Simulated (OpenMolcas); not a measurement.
## Ru4+ in a ligand field

Ru4+ with 6 ligands (fluoride) in octahedral coordination (Oh) at 1.93 Å. A charge of +0.333 e stands 3.2 Å behind each ligand. Ligand basis ANO-RCC-VDZP.
```
Ru    0.0000    0.0000    0.0000
F     1.9300    0.0000    0.0000
F     0.0000    1.9300    0.0000
F    -1.9300    0.0000    0.0000
F     0.0000   -1.9300    0.0000
F     0.0000    0.0000    1.9300
F     0.0000    0.0000   -1.9300
```

| Property | Result |
| --- | --- |
| Program | OpenMolcas |
| Method | CASSCF |
| Basis | ANO-RCC-VTZP [7s6p4d2f1g] |
| Scalar Hamiltonian | DKH2, point nucleus |
| Active space | 4 electrons in 5 orbitals (4d) |
| State averaging | 2S+1 = 5 even, 5 roots; 2S+1 = 3 even, 45 roots; 2S+1 = 1 even, 50 roots |
| Spin-orbit coupling | RASSI with atomic mean-field integrals over the reference wave functions |

The lowest spin-free states (labels of O, the rotations of Oh), above the lowest:

| State | Degeneracy | E (cm-1) |
| --- | --- | --- |
| 3T1 | 3 | 0.0 |
| 5E | 2 | 8448 |
| 1T2 | 3 | 9533 |
| 1E | 2 | 10768 |
| 1A1 | 1 | 20611 |
| 3E | 2 | 24627 |
| 2S+1 = 3 | 3 | 26210 |
| 2S+1 = 3 | 3 | 27029 |
| 2S+1 = 3 | 1 | 28381 |
| 2S+1 = 3 | 1 | 29508 |
| 3E | 2 | 31202 |
| 1T2 | 3 | 33601 |
| 1A2 | 1 | 33706 |
| 1T1 | 3 | 35796 |
| 5T2 | 3 | 37341 |
| 1E | 2 | 37578 |
| 2S+1 = 3 | 3 | 41297 |
| 2S+1 = 3 | 3 | 42015 |
| 1A1 | 1 | 46227 |
| 1T1 | 3 | 50184 |

The lowest levels with spin-orbit coupling:

```tsv
E (cm-1)	Degeneracy	2S+1
0.0	1	3
776.0	3	3
1851	2	3
1876	3	3
9973	1	5
10020	3	5
10071	2	5
10115	3	5
10153	1	5
11008	3	1
12230	2	1
22086	1	1
26027	3	3
26165	3	3
26911	1	3
27160	3	3
28014	2	3
28141	3	3
28185	3	3
28324	2	3
```

Powder χT (cm3 K/mol): 0.00742 at 2 K, 0.0371 at 10 K, 0.185 at 50 K, 0.371 at 100 K, 0.734 at 200 K, 1.04 at 300 K. The effective moment at 300 K is 2.828 √(χT) = 2.88 μB.

The lowest level has 2S+1 = 3, for which the spin-only value is χT = S(S+1) / 2 = 1.000 cm3 K/mol (g = 2). The computed 1.040 at 300 K differs by +0.040, through orbital momentum, spin-orbit coupling and any other state in reach. With a threefold ground state the orbital momentum is unquenched, so the spin-only value is not expected to hold.

Metal share of the active 4d orbitals (Löwdin): 76, 76, 90, 90, 90 %; Mulliken charge of the metal 2.11.

A least-squares ligand-field fit to the states below 45000 cm-1, each weighted by its degeneracy and with a free common offset, gives 10Dq = 27970 cm-1, B = 797 cm-1 and C = 3079 cm-1 (C/B = 3.86), with an rms deviation of 372 cm-1.

The same method and metal basis give the free ion B = 952 cm-1 (fit to its terms below 60000 cm-1, rms deviation 30 cm-1), so the nephelauxetic ratio is β = 797 / 952 = 0.84; it hangs on how both fits weigh the states, and computed free-ion B values tend to be too large, so β mixes covalency with correlation.

An orbital triplet at a regular site is open to Jahn-Teller coupling, which can distort the site and quench the lowest spin-orbit gaps and is left out. Without dynamic correlation the repulsion within the d shell is too large (B by tens of per cent), so at a given field states of lower spin stand too high. This shell can be high or low spin here, a state of another spin lies low, and with metal d orbitals alone active their balance is uncertain, so the ground spin may be wrong, although the usual error favours high spin. The least metal-like active orbital is 76 % on the metal (Löwdin) and no ligand orbital is active, so the numbers are rough. With metal d orbitals alone the field can be off either way by tens of per cent. Ligand-to-metal charge-transfer states are missing. With no ligand orbital active B as a rule stays too high, so bands that hang on it stand too high and its fall with covalency is understated. No measured value stands beside these numbers; the geometry was imposed, not optimised, and the real ion may take another.

The RASSCF and RASSI steps took 60 s on 1 thread of Arm Neoverse V1, on a shared host; the integral step is not counted.

A state without a sure symmetry label is named by its multiplicity alone.
